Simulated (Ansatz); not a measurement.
Geometry optimisation, RKS PBE0-D4/6-31G* in Ansatz 0.2.0.

The input (input.yaml):

```yaml
crystal:
  periodic: [false, false, false]
  atoms:
    - { symbol: B, position_ang: [0.0, 0.0, 0.0] }
    - { symbol: C, position_ang: [0.0, 0.0, 1.95] }
    - { symbol: H, position_ang: [-0.9996, -0.3092, 2.3205] }
    - { symbol: H, position_ang: [0.7676, -0.7111, 2.3205] }
    - { symbol: H, position_ang: [0.232, 1.0203, 2.3205] }
    - { symbol: H, position_ang: [1.0305, 0.0, -0.595] }
    - { symbol: Cl, position_ang: [-1.6108, 0.0, -0.93] }
    - { symbol: "N", position_ang: [-0.2369, -1.7396, 0.5833] }
    - { symbol: H, position_ang: [-0.6522, -2.4652, -0.0683] }
    - { symbol: H, position_ang: [0.0425, -2.0107, 1.5692] }
    - { symbol: H, position_ang: [-0.1566, -1.1499, 1.6165] }
basis:
  gaussian: { orbitals: "6-31G*" }
hamiltonian:
  xc: pbe0
  dispersion: d4
relax:
  f_tol: 0.15
  max_steps: 25
  restrain:
    - { distance: [0, 7], at: 2.75, k: 30.0 }
    - { distance: [10, 1], at: 2.31, k: 30.0 }
    - { distance: [0, 1], at: 1.6, k: 30.0 }
    - { distance: [10, 7], at: 1.06, k: 30.0 }
```

Command:

```bash
$ ansatz run input.yaml --threads 1 --pin off --max-ram 2048MiB --backend cpu --events-out ev --progress --plain --runs-dir out
```

Q: Where does it end, and by what steps?

A: The forces met the threshold. The restraints hold the end off the free minimum; the threshold counts their pulls, which the force column leaves out. Restrained pairs: B1–N8 (1.85 → 2.73 Å), C2–H11 (1.21 → 2.32 Å), B1–C2 (1.95 → 1.59 Å), N8–H11 (1.19 → 1.03 Å). After 15 steps the energy has fallen by 6.780 eV (the restraints' own energy left out); H10 moved furthest, 1.30 Å.

| step | energy less start (eV) | largest force component (eV/Å) | accepted |
| --- | --- | --- | --- |
| 0 | 0.0000 | 5.468 | yes |
| 1 | -0.8690 | 6.783 | yes |
| 2 | -1.3529 | 7.015 | yes |
| 3 | -2.7541 | 5.661 | yes |
| 4 | -4.2759 | 4.593 | yes |
| 5 | -4.9314 | 9.416 | yes |
| 6 | -6.2611 | 2.261 | yes |
| 7 | -6.6245 | 1.648 | yes |
| 8 | -6.6069 | 1.341 | no |
| 9 | -6.7278 | 0.740 | yes |
| 10 | -6.7423 | 0.791 | yes |
| 11 | -6.7455 | 1.036 | yes |
| 12 | -6.7711 | 0.766 | yes |
| 13 | -6.7547 | 1.066 | no |
| 14 | -6.7742 | 0.784 | yes |
| 15 | -6.7800 | 0.746 | yes |

```xyz
11
Properties=species:S:1:pos:R:3
B 0.088 0.305 0.210
C -0.048 0.365 1.789
H -1.033 0.065 2.163
H 0.742 -0.201 2.293
H 0.087 1.415 2.095
H 1.137 0.295 -0.359
Cl -1.344 0.561 -0.800
N -0.213 -2.360 0.743
H -1.027 -2.843 0.378
H 0.504 -3.053 0.937
H -0.476 -1.913 1.637
```

The run took 25 s on 1 thread of AMD EPYC 9R45 96-Core Processor (Zen 5), with other jobs on the host, peak memory 0.17 GiB.
